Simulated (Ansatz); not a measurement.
MgSi₃⁻. Total charge -1; doublet. Geometry r2SCAN-D4/def2-TZVP, that of the neutral singlet; atoms count from 1.

```xyz
4

Mg    1.3104   -1.2634    1.0498
Si   -0.9721   -0.0982    0.8980
Si    0.8492    0.2166   -0.9964
Si   -1.1876    1.1449   -0.9515
```

The structure comes from a short search, and lower isomers may exist.

Question: Estimate the Mulliken populations from the PBE0/def2-TZVPD orbitals of Ansatz.

Answer: 
```json
{"atom": "Mg1", "charge (e)": "-0.14", "spin (α − β)": "0.65"}
{"atom": "Si2", "charge (e)": "-0.30", "spin (α − β)": "0.12"}
{"atom": "Si3", "charge (e)": "-0.30", "spin (α − β)": "0.12"}
{"atom": "Si4", "charge (e)": "-0.25", "spin (α − β)": "0.11"}
```
Mulliken values and Mayer orders depend strongly on the basis. With diffuse functions, as here, like atoms can get unlike values, and bond orders can come out too low or too high.

Question: Where does the spin sit?

Answer: Summed by element: Mg 0.65, Si 0.35, of 1 unpaired in all. Largest on single atoms: Mg1 0.65, Si3 0.12, Si2 0.12.

Question: And the Mayer bond orders between bonded heavy atoms (over 0.3)?

Answer: Mg1–Si2 0.67 (2.57 Å); Mg1–Si3 0.67 (2.57 Å); Si2–Si3 1.08 (2.65 Å); Si2–Si4 1.09 (2.24 Å); Si3–Si4 1.09 (2.24 Å). Values over 0.3 also appear between atoms too far apart for a bond (Mg1–Si4 0.32 at 4.01 Å); they arise where an orbital or an unpaired electron spreads over both atoms.
